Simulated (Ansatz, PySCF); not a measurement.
Gas-phase reaction in SMILES: C=CC[SiH2-] -> C=[C-]C[SiH3]
Each molecule is optimised on its own at B3LYP-D3(BJ)/def2-TZVP (Ansatz, an electronic-structure program), one conformer each, not searched for the lowest.

Wanted: isomerisation energy (enthalpy at 298 K, with B3LYP-D3(BJ) rigid-rotor harmonic-oscillator terms from PySCF), in kJ/mol. Correlated levels leave the core frozen unless marked. No spin-orbit coupling. Non-relativistic. Anions need diffuse functions: aug- sets have them; def2-D sets add few; the other sets have none. CBS marks a two-point X^-3 extrapolation of the correlation energy; Hartree-Fock from the larger set.

```tsv
level	program	isomerisation energy (kJ/mol)	minus last row
HF/6-31G	Ansatz	199.2	103.6
HF/6-31G*	Ansatz	137.2	41.6
HF/aug-cc-pV(D+d)Z	Ansatz	99.0	3.4
HF/cc-pV(T+d)Z	Ansatz	102.2	6.6
BLYP/def2-TZVPD	Ansatz	96.4	0.8
revPBE-D4/def2-TZVPD	Ansatz + dftd4	106.7	11.1
B97M-V/def2-TZVPD	Ansatz	102.0	6.4
B3LYP-D3(BJ)/def2-TZVPD	Ansatz + dftd3	101.7	6.1
B3LYP/def2-TZVPD	Ansatz	99.3	3.7
PBE0-D4/def2-TZVP	Ansatz + dftd4	110.9	15.3
RPA@PBE/cc-pV(Q+d)Z	Ansatz	100.7	5.1
MP2/6-31G	Ansatz	191.9	96.3
MP2/6-31G*	Ansatz	137.9	42.3
MP2/aug-cc-pV(Q+d)Z	Ansatz	90.2	-5.4
SCS-MP2/aug-cc-pV(Q+d)Z	Ansatz	90.8	-4.8
CCSD/6-31G	Ansatz	195.0	99.4
CCSD/aug-cc-pV(Q+d)Z	Ansatz	98.6	3.0
CCSD/cc-pV(Q+d)Z	Ansatz	103.5	7.9
CCSD(T)/6-31G*	Ansatz	142.4	46.8
CCSD(T)/cc-pVTZ	Ansatz	109.7	14.1
CCSD(T)/CBS(aug-cc-pV(T+d)Z,aug-cc-pV(Q+d)Z)	Ansatz	95.6	0.0
```
